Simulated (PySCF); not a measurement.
O3Te, SMILES O=[Te+2]([O-])[O-].

The structure is a stationary point at PBE-D3(BJ)/def2-SVP. The def2 effective core potentials stand for the cores of Te; spin–orbit coupling is left out.

Two levels are set side by side: PBE/def2-TZVPD (PySCF) and PBE0/def2-TZVPD (PySCF). Same geometry, gas phase. Differences are taken from unrounded values.

```json
[
 {"quantity": "orbital gap (eV)", "PBE": "2.16"},
 {"quantity": "highest occupied level (eV)", "PBE": "-8.21"},
 {"quantity": "lowest empty level (eV)", "PBE": "-6.06"},
 {"quantity": "mean polarisability (bohr³)", "PBE": "51.4"}
]
```

Problem. These are the PBE values. What does PBE0 give? (An estimate is asked for; the answer gives what the named calculation found.)

Solution. 
| quantity | PBE0 | PBE minus PBE0 |
|---|---|---|
| orbital gap (eV) | 4.82 | -2.66 |
| highest occupied level (eV) | -9.99 | 1.78 |
| lowest empty level (eV) | -5.17 | -0.89 |
| mean polarisability (bohr³) | 49.4 | 1.9 |

Without exact exchange PBE keeps part of each electron's self-repulsion, which lifts occupied levels and narrows the gap. PBE's more diffuse valence density responds more strongly to a field. Differences between two approximate levels are no errors against the true value.

Rough cost on one machine, each run with all the roots and properties that it gave: PBE0 against PBE within a factor of 2.
